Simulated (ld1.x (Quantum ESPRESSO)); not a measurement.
Which change was made? (Co, TM semilocal)

Co, norm-conserving Troullier–Martins (semilocal form), made with ld1.x (Quantum ESPRESSO) 7.5 (PBE, scalar-relativistic). Core [Ne], reference 3s2 3p6 3d7.5 4s1.5 4p0. Waves: 3s (bound): rc 0.95 bohr; 3p (bound): rc 1.35 bohr; 4f channel at 0.5 Ry: rc 1.25 bohr; 3d (bound): rc 0.75 bohr. Local part: the d channel. Core correction: none.

Occupied shells without a wave of their own: 4s. They enter only through the test configuration that unscreens the potential.

Cutoffs, loose and tight: the cutoffs (Ry, on a coarse ladder) from which the occupation-weighted sum of valence levels, in a spherical-Bessel basis at the reference potential, stays within 10 and 1 mRy of its value at 400 Ry. They do not see the model core or the augmentation charge, which bear on the density cutoff. Test errors are all-electron minus pseudo excitation energies from the reference, over the configurations 3s2 3p6 3d7 4s2 4p0; 3s2 3p6 3d7 4s1 4p0; 3s2 3p6 3d7 4s0 4p0; 3s2 3p6 3d8 4s0 4p0; 3s2 3p5 3d7 4s2 4p0; 3s2 3p6 3d6 4s2 4p1; 3s2 3p6 3d5 4s0 4p0; variants that change the core or the reference have their own tests.

The base gives: outcome: generated, misses its reference levels by 0.16 eV; cutoff, loose: 300 Ry; cutoff, tight: over 300 Ry; bound ghosts: none; largest test error (meV): -952.

Task: After one change the result is: outcome: generated; cutoff, loose: over 300 Ry; cutoff, tight: over 300 Ry; bound ghosts: none; largest test error (meV): -187. Which change was it?
A. all radii scaled by about 1.21 (s 1.16, p 1.64, d 0.90, f 1.52 bohr)
B. all radii scaled by about 0.90 (s 0.86, p 1.22, d 0.68, f 1.12 bohr)
C. all radii scaled by about 1.38 (s 1.32, p 1.86, d 1.04, f 1.72 bohr)
D. all radii scaled by about 1.07 (s 1.02, p 1.44, d 0.80, f 1.34 bohr)
E. all radii scaled by about 0.78 (s 0.74, p 1.06, d 0.58, f 0.98 bohr)

Result: E. The others give: all radii scaled by about 1.21 (s 1.16, p 1.64, d 0.90, f 1.52 bohr) → outcome: generated, misses its reference levels by 0.54 eV; cutoff, loose: 230 Ry; cutoff, tight: 300 Ry; bound ghosts: none; largest test error (meV): -3272 | all radii scaled by about 1.38 (s 1.32, p 1.86, d 1.04, f 1.72 bohr) → outcome: generated, misses its reference levels by 1.00 eV; cutoff, loose: 200 Ry; cutoff, tight: 260 Ry; bound ghosts: none; largest test error (meV): -5914 | all radii scaled by about 1.07 (s 1.02, p 1.44, d 0.80, f 1.34 bohr) → outcome: generated, misses its reference levels by 0.26 eV; cutoff, loose: 300 Ry; cutoff, tight: over 300 Ry; bound ghosts: none; largest test error (meV): -1562 | all radii scaled by about 0.90 (s 0.86, p 1.22, d 0.68, f 1.12 bohr) → outcome: generated; cutoff, loose: over 300 Ry; cutoff, tight: over 300 Ry; bound ghosts: none; largest test error (meV): -469.
